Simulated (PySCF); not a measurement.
H3O4P, SMILES O=P(O)(O)O (connectivity only; charge and spin as stated), charge -1, multiplicity 2. Atoms are numbered in the order given.

```xyz
8

O      0.6010     0.1836     1.3724
P     -0.1896    -0.0672    -0.0953
O      0.6992    -0.1447    -1.3470
O     -0.3915    -1.7919     0.2922
O     -0.5788     1.7639    -0.1249
H      0.6503     1.1467     1.4474
H     -0.1143    -2.2217    -0.5290
H     -0.3311     1.9943    -1.0309
```
Charge -1, spin multiplicity 2.

The structure is a stationary point at B3LYP-D3(BJ)/def2-SVPD. The spin state was assumed, not searched. The values are those of a single conformer.

Computed with PBE/def2-SVPD (PySCF).

 A positive occupied level means that this level leaves the electron formally unbound; only the finite basis holds it.

```yaml
total_energy: -643.37964 hartree
"α spin, highest occupied and lowest empty level": 0.89 and 4.01 eV
"β spin, highest occupied and lowest empty level": -1.02 and 2.07 eV
dipole_moment_about_the_centre_of_nuclear_charge: 0.66 D
mean_static_polarisability: 69.3 bohr³ (10.27 Å³)
polarisability_principal_values: 55.7, 63.3, 88.9 bohr³
"⟨S²⟩": 0.752 (pure state 0.75)
```
